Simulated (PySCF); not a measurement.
This PySCF input asks for the NMR shieldings of `InChI=1S/C6H11BO3/c8-5-1-4(2-5)6-3-9-7-10-6/h4-8H,1-3H2/t4-,5-,6-/m0/s1`; the geometry comes from GFN2-xTB.

```python
import basis_set_exchange as bse
import numpy as np
from pyscf import gto, dft
from pyscf.prop import nmr

atoms = """
O     3.080046    0.939458   -0.649461
C     1.729328    0.598415   -0.732181
C     1.374424   -0.899269   -0.578147
C     0.443291   -0.556656    0.600085
C    -1.038890   -0.874626    0.394841
C    -1.692354   -0.214702   -0.846095
O    -2.663794    0.669851   -0.322968
B    -2.682801    0.541195    1.027640
O    -1.784177   -0.363159    1.489836
C     0.844700    0.927099    0.491278
H     3.440643    0.590861    0.174493
H     1.385989    1.043156   -1.668503
H     0.884775   -1.348501   -1.439150
H     2.230675   -1.513250   -0.303070
H     0.738138   -1.014033    1.546774
H    -1.166605   -1.965331    0.376841
H    -0.978693    0.354996   -1.446024
H    -2.194401   -0.947872   -1.484901
H    -3.398586    1.140012    1.717128
H     1.414148    1.291998    1.344766
H     0.025225    1.617301    0.306346
"""
names = dict.fromkeys(["O", "C", "B", "H"], "pcSseg-1")
basis = {el: gto.basis.parse(bse.get_basis(n, elements=[el], fmt="nwchem")) for el, n in names.items()}
mol = gto.M(atom=atoms, basis=basis, charge=0, verbose=0)
mf = dft.RKS(mol, xc="PBE0")
mf.grids.level = 2
mf.grids.alignment = dft.numint.BLKSIZE   # the property module wants whole blocks of grid points
mf.conv_tol = 1e-9
mf.kernel()

calc = nmr.RKS(mf)   # GIAO
C = mf.mo_coeff
Co = C[:, mf.mo_occ > 0]
resp = mf.gen_response(singlet=True, hermi=2)
def vind(x):   # induced exchange potential for any number of trial vectors
    d = np.einsum("pi,xij,qj->xpq", C, 2 * x.reshape(-1, C.shape[1], Co.shape[1]), Co, optimize=True)
    return np.einsum("xpq,pi,qj->xij", resp(d - d.transpose(0, 2, 1)), C, Co, optimize=True).ravel()
mo1, _ = nmr.rhf.solve_mo1(calc, with_cphf=vind)
sigma = calc.kernel(mo1)
for i, s in enumerate(sigma):   # ppm
    print("%2d %-2s %9.2f" % (i, mol.atom_pure_symbol(i), np.trace(s) / 3))
```

Question: What are the results?

Answer: 
```
 0 O     247.54
 1 C     118.93
 2 C     151.35
 3 C     155.18
 4 C     105.52
 5 C     117.04
 6 O     195.70
 7 B      73.25
 8 O     170.60
 9 C     151.88
10 H      31.22
11 H      27.65
12 H      29.79
13 H      29.87
14 H      28.95
15 H      27.04
16 H      27.60
17 H      27.22
18 H      27.79
19 H      29.91
20 H      29.46
```

These numbers come from an equivalent density-fitted implementation of the same equations, which agrees with the script to about 0.01 ppm for H and up to a few tenths of a ppm for heavy atoms, so last digits may differ.

Size and cost of the density-fitted run: 225 basis functions, 77 s wall time on 1 thread of an Arm Neoverse V1, shared host; peak memory 1.1 GiB.
